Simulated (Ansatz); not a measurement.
# Ligand exchange: C3H9BO + C2H6OSi → C3H9BO2 + C2H6Si

Species: C3H9BO `CC(C)BO`, singlet; C2H6OSi `C=C[SiH2]O`, singlet; C3H9BO2 `CC(C)B(O)O`, singlet; C2H6Si (vinylsilane) `C=C[SiH3]`, singlet. The partners trade H for OH: B–H and Si–OH bonds give way to B–OH and Si–H.

Shapes, held fixed at every level: PBE0-D4/def2-TZVP. Flexible molecules stand in one conformer, not always the lowest. Programs: Ansatz 0.2.0. Electronic energies: no zero-point or thermal term.

```tsv
level	kind	ΔE (kJ/mol)	less CCSD(T)/CBS estimate
HF/def2-TZVPP	Hartree–Fock	-44.2	+1.7
r2SCAN-D4/def2-TZVPP	meta-GGA	-50.6	-4.7
wB97M-V/def2-TZVPP	range-separated hybrid	-48.8	-2.9
wB97X-V/def2-TZVPP	range-separated hybrid	-48.5	-2.6
B2PLYP/def2-TZVPP	double hybrid	-45.7	+0.2
CCSD(T)/def2-TZVPP	coupled cluster or CI	-49.1	-3.2
CCSD(T)/CBS estimate	coupled cluster or CI	-45.9	0.0
```

The highest level, CCSD(T)/CBS estimate, gives ΔE = -45.9 kJ/mol; the levels span -50.6 to -44.2. The column of differences is taken from that level and isn't an error. No measured value is set beside it here. The CBS estimate extrapolates MP2 from def2-TZVPP and def2-QZVPP and adds CCSD(T) − MP2 in the triple-zeta set, cores frozen.
